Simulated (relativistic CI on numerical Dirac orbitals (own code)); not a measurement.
## V2+ in a cubic cluster: L2,3 absorption with charge transfer

Computed with a charge-transfer multiplet model of a cubic metal-ligand cluster with up to one ligand hole, Slater and spin-orbit integrals from Dirac-Coulomb-Breit ions, Slater integrals scaled by 0.8. The ground state mixes d3 with configurations of k ligand holes L, whose averages lie at kΔ + k(k − 1)U_dd/2; a core hole lowers each added d electron by U_cd. 300 K, Lorentzian 0.4 eV and Gaussian 0.3 eV FWHM.

Atomic integrals in eV (Slater integrals scaled, ζ unscaled), ground: F2dd 7.134, F4dd 4.434, zeta_d 0.019; with the core hole: F2dd 7.850, F4dd 4.885, zeta_d 0.030, zeta_core 4.613, F2cd 4.315, G1cd 3.109, G3cd 1.763.

Cluster parameters (eV): Δ = 4.4, U_dd = 5.4, 10Dq = 1.5, 10Dq(ligand) = 1.1, V(eg) = 1.85, V(t2g) = -0.79, final-state hopping factor = 1.

```json
{"Case": "U_cd = 4.3 eV", "n_d": "3.26", "d3": "0.74", "d4L": "0.26", "S": "1.50"}
{"Case": "U_cd = 4.9 eV", "n_d": "3.26", "d3": "0.74", "d4L": "0.26", "S": "1.50"}
{"Case": "U_cd = 6.1 eV", "n_d": "3.26", "d3": "0.74", "d4L": "0.26", "S": "1.50"}
```

Weights, n_d and S are thermal averages at 300 K. Photon energies count from the first peak over 30 % of the highest in each spectrum, which can be another peak from case to case. The parameters are a model scan and need not match a compound or its usual spin state. Peaks in eV (height, largest 100):
- U_cd = 4.3 eV: 0.0 (66), 1.1 (100), 3.8 (15), 4.9 (11), 7.2 (86), 8.3 (42), 9.1 (46)
- U_cd = 4.9 eV: 0.0 (66), 1.1 (100), 3.7 (15), 4.9 (11), 7.2 (80), 8.2 (43), 9.1 (45)
- U_cd = 6.1 eV: 0.0 (66), 1.1 (100), 3.7 (17), 4.8 (12), 7.2 (70), 9.1 (44)

Curve for U_cd = 4.9 eV (points under 2 left out, the grid thinned):

(E (eV), Intensity): (-2.4, 2.1), (-2.1, 2.8), (-1.7, 4.3), (-1.4, 7.0), (-1.1, 14.9), (-0.8, 23.9), (-0.4, 39.6), (-0.1, 62.8), (0.2, 55.1), (0.6, 56.3), (0.9, 92.9), (1.2, 97.7), (1.6, 78.8), (1.9, 76.9), (2.2, 66.5), (2.5, 43.3), (2.9, 23.9), (3.2, 17.0), (3.5, 14.8), (3.9, 14.9), (4.2, 13.3), (4.5, 11.0), (4.8, 11.3), (5.2, 10.7), (5.5, 11.1), (5.8, 14.1), (6.2, 23.8), (6.5, 37.1), (6.8, 58.7), (7.2, 79.7), (7.5, 58.3), (7.8, 43.0), (8.1, 42.3), (8.5, 40.0), (8.8, 40.8), (9.1, 45.1), (9.5, 29.9), (9.8, 16.2), (10.1, 9.9), (10.5, 6.5), (10.8, 4.7), (11.1, 3.7), (11.4, 3.0), (11.8, 2.3), (12.1, 2.0)

For the case U_cd = 6.1 eV, Δ = 4.4 eV is smaller than U_dd = 5.4 eV, the charge-transfer side of the Zaanen-Sawatzky-Allen scheme. With the core hole the configuration with one ligand hole lies at Δ + U_dd − U_cd = 5.5, 4.9, 3.7 eV from the one without, in the order of the table; where this is negative the screened configuration lies lower, though the effective hopping of about 3.8 eV (from the holes of the mixed ground state) mixes the two strongly wherever it is as large as the gap.

With at most 1 ligand hole the space is cut while the next configuration still counts, so covalency is underestimated, and a final configuration with one more ligand hole, which can lie low, is missing from the spectra.
